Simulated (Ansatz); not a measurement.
Geometry optimisation, RKS B3LYP-D4/def2-SVP (Ansatz 0.2.0).

The input (input.yaml):

```yaml
crystal:
  periodic: [false, false, false]
  atoms:
    - { symbol: B, position_ang: [-0.6438, -0.582, -0.3907] }
    - { symbol: "N", position_ang: [0.4367, 0.4703, -0.4752] }
    - { symbol: Ga, position_ang: [0.2632, 0.5275, 0.9584] }
    - { symbol: H, position_ang: [-1.0478, -1.5551, -0.0165] }
    - { symbol: H, position_ang: [0.6935, 0.5638, -1.501] }
    - { symbol: H, position_ang: [0.3403, 0.5115, 1.3789] }
basis:
  gaussian: { orbitals: def2-SVP }
hamiltonian:
  xc: b3lyp
  dispersion: d4
relax:
  f_tol: 0.02
  max_steps: 40
```

Command:

```bash
$ ansatz run input.yaml --threads 1 --pin off --max-ram 2048MiB --backend cpu --events-out ev --progress --plain --runs-dir out
```

Problem. Where does it end, and by what steps?

Solution. The forces met the threshold. After 13 steps the energy has fallen by 118.760 eV; H6 moved furthest, 1.21 Å. The start is strongly strained (largest force component 700 eV/Å).

```
step  energy less start (eV)  largest force component (eV/Å)  accepted
   0                  0.0000                         700.258       yes
   1                -91.2804                          78.728       yes
   2               -103.3693                          56.498       yes
   3               -110.6171                          32.182       yes
   4               -115.0539                          14.469       yes
   5               -117.2654                           4.284       yes
   6               -118.0797                           1.447       yes
   7               -118.5369                           0.736       yes
   8               -118.7416                           0.458       yes
   9               -118.7586                           0.147       yes
  10               -118.7595                           0.094       yes
  11               -118.7595                           0.116       yes
  12               -118.7601                           0.024       yes
  13               -118.7602                           0.007       yes
```

```xyz
6
Properties=species:S:1:pos:R:3
B -0.594 -0.758 -0.332
N 0.297 0.217 -0.670
Ga 0.060 0.262 1.303
H -1.270 -1.619 -0.826
H 0.657 0.486 -1.586
H 0.893 1.348 2.064
```

Time of the run: 41 s on 1 thread of Arm Neoverse V1, on a shared host, peak memory 0.14 GiB.
